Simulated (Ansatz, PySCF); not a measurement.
Species: SiCl2 (charge 0, triplet). This is an excited triplet: at this geometry the singlet lies 2.12 eV lower at RI-MP2/CBS(aug-cc-pV(T+d)Z,aug-cc-pV(Q+d)Z)+[CCSD(T)-MP2]/aug-cc-pV(T+d)Z. 
Coordinates optimised at B3LYP-D3(BJ)/def2-TZVP (Ansatz, a quantum-chemistry and plane-wave program):
```
Si
Cl 1 2.0628
Cl 1 2.0628 2 118.36
```
Charge 0, spin multiplicity 3.

Total electronic energies in hartree. Correlated levels leave the core frozen unless marked. UHF or UKS for open shells. No spin-orbit coupling. Non-relativistic. Basis-set limits of correlation are two-point, X^-3; Hartree-Fock from the larger set.

```tsv
level	program	energy (Eh)
HF/cc-pV(T+d)Z	Ansatz	-1208.00356
HF-D4/def2-TZVPD	PySCF + dftd4	-1207.99270
PBE/def2-TZVPD	Ansatz	-1209.39968
BLYP-D3(BJ)/def2-TZVPD	Ansatz + dftd3	___
TPSS/def2-TZVPD	PySCF	-1209.98223
r2SCAN-D3(BJ)/def2-TZVPD	Ansatz + dftd3	-1209.83884
B3LYP-D3(BJ)/def2-TZVPD	Ansatz + dftd3	-1209.96891
PBE0-D4/def2-TZVP	Ansatz + dftd4	-1209.49839
PBE0/def2-QZVPP	Ansatz	-1209.53250
TPSSh/def2-TZVPD	PySCF	-1209.96436
r2SCAN0/def2-TZVPD	Ansatz	-1209.82663
PW6B95-D4/def2-TZVPD	PySCF + dftd4	-1210.88789
LC-wPBE/def2-TZVPD	Ansatz	-1209.56835
MP2/STO-3G	Ansatz	-1194.79526
RI-MP2/cc-pV(T+d)Z	Ansatz	-1208.44908
SCS-MP2/aug-cc-pV(D+d)Z	Ansatz	-1208.30635
SCS-MP2/cc-pV(T+d)Z	Ansatz	-1208.43689
CCSD/6-31G*	Ansatz	-1208.22557
CCSD/aug-cc-pV(D+d)Z	Ansatz	-1208.35512
CCSD/CBS(cc-pV(T+d)Z,cc-pV(Q+d)Z)	Ansatz	-1208.5711
CCSD(T)/6-31G	Ansatz	-1207.93005
CCSD(T)/6-31G*	Ansatz	-1208.23479
CCSD(T)/CBS(cc-pV(T+d)Z,cc-pV(Q+d)Z)	Ansatz	-1208.6006
```

### Question
Fill in the missing entries.

### Answer

- BLYP-D3(BJ)/def2-TZVPD, energy (Eh): -1209.92220
